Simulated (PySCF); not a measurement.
Vertical excitations of a molecule C3H4BNO2 from TDA-PBE/def2-SVPD (PySCF 2.14.0), as energy in eV (oscillator strength): 2.65 (0.000), 4.15 (0.000), 4.27 (0.001), 4.55 (0.000), 5.56 (0.000), 5.73 (0.005), 5.87 (0.000), 6.03 (0.004), 6.16 (0.001), 6.27 (0.034). Lowest triplet (TDA): 1.98 eV. Geometry optimised at B3LYP-D3(BJ)/def2-SVP. One conformer was computed; it need not be the lowest.

### Question
Pick the molecule that these values belong to.
(A) O=C1CB(O)C=N1
(B) N#CCB(O)C=O
(C) O=C=NB1COC1
(D) CB1OC=NC1=O

### Answer
B, N#CCB(O)C=O
